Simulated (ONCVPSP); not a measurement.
Ranking ONCV potentials for magnesium

All share these settings but for the change named:

ONCVPSP 4.0.1 input, shortened (lines: element, Z, core and valence counts, functional; n l f; lmax; l rc ep ncon nbas qcut; lloc lpopt rc5 dvloc0; l nproj debl; icmod fcfact rcfact), PBE, scalar-relativistic:

```
  Mg 12.00    1    3        4      upf
    1    0    2.00
    2    0    2.00
    2    1    6.00
    3    0    2.00
    1
    0    1.20    0.00    4    7    9.40
    1    1.20    0.00    4    8    9.00
    4    5    0.90    3.00
    0    2    1.30
    1    2    0.30
    0    0.00    0.00
```

In the p channel the program set the typed energies aside and used -1.713, 0.250 Ha.

Test errors are all-electron minus pseudo excitation energies from the reference, over 2s2 2p6 3s1; 2s2 2p6 3s0; 2s2 2p6 3s1.5; 2s1 2p6 3s2. None of these files shows a bound ghost.

The base gives 405.4 meV.

Of 6 variants that were run, those that failed, showed a ghost or another fault, or gave nearly equal values are left out.

A variant can come out equal or close to the base, since the largest error may sit in a test that the change hardly touches while other tests move.

(1) Rank these variants by their largest absolute test error, smallest first.
A. s: rc 0.88; local potential polynomial inside 0.88 bohr (lpopt 5, dvloc0 3 Ha)
B. s: rc 1.04
C. s: rc 1.24

Results:

(1) A (302.0 meV), B (356.5 meV), C (413.6 meV).
